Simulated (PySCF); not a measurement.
C3H12GaN, SMILES [CH3][Ga]([CH3])([CH3])<-[NH3] (connectivity only; charge and spin as stated), neutral, multiplicity 1.

Coordinates come from a PBE0-D3(BJ)/def2-SVP optimisation. The isomer is the one that the SMILES or the coordinates give; other isomers of the formula were not compared. One conformer was computed; it need not be the lowest.

All values below come from M06-2X/def2-TZVP run with PySCF.

Computed frontier levels, gap, dipole moment and polarisability:
| Item | Result |
|---|---|
| highest occupied level | -7.89 eV |
| lowest empty level | 0.52 eV |
| orbital gap | 8.41 eV |
| dipole moment | 4.54 D |
| quadrupole, principal values (traceless, Buckingham form, about the centre of nuclear charge) | -7.59, -7.59, 15.18 D·Å |
| mean static polarisability | 76.4 bohr³ (11.33 Å³) |
| polarisability, principal values | 70.7, 79.3, 79.3 bohr³ |
